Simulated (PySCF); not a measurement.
Task: What does the PBE0-D3(BJ)/def2-SVP structure of Me2Si(SMe)2 (`S(C)[Si](C)(C)SC`) look like in three dimensions?

Result: 
```
atom  x, y, z in Å
C1     1.7795    0.6186    1.8353
S2     1.1669    1.3965    0.3065
Si3    0.1083   -0.2567   -0.5727
C4     1.2100   -1.7349   -0.8894
C5    -0.6373    0.4348   -2.1434
S6    -1.3816   -0.9610    0.8087
C7    -2.3346    0.5700    1.0626
H8     2.0443    1.4268    2.5298
H9     2.6729    0.0091    1.6401
H10    0.9932   -0.0036    2.2880
H11    0.6334   -2.5565   -1.3424
H12    1.6558   -2.1068    0.0454
H13    2.0256   -1.4571   -1.5746
H14   -1.2697    1.3101   -1.9324
H15   -1.2559   -0.3305   -2.6368
H16    0.1556    0.7478   -2.8409
H17   -2.9570    0.4220    1.9550
H18   -1.6554    1.4189    1.2295
H19   -2.9878    0.7786    0.2038
```

Any rigid rotation of these coordinates is as good. Atoms count from 1 in this order. Si3 (four-coordinate silicon) is distorted tetrahedral (angles from 104.8° to 112.7°). Of the pairs four or more bonds apart, S6···H10 is among the closest relative to their van der Waals radii: 2.96 Å, 99 % of the sum of Bondi's values.

Bonds between heavy atoms (Å): C1–S2 1.821, S2–Si3 2.151, Si3–C4 1.871, Si3–C5 1.871, Si3–S6 2.150, S6–C7 1.821.

Level of theory: PBE0-D3(BJ)/def2-SVP geometry optimisation, gas phase (PySCF 2.14.0).

PBE0-D3(BJ)/def2-SVP frequencies: not computed here. One conformer, not necessarily the lowest (C1–S2–Si3–C4 -59°, S2–Si3–S6–C7 57°).
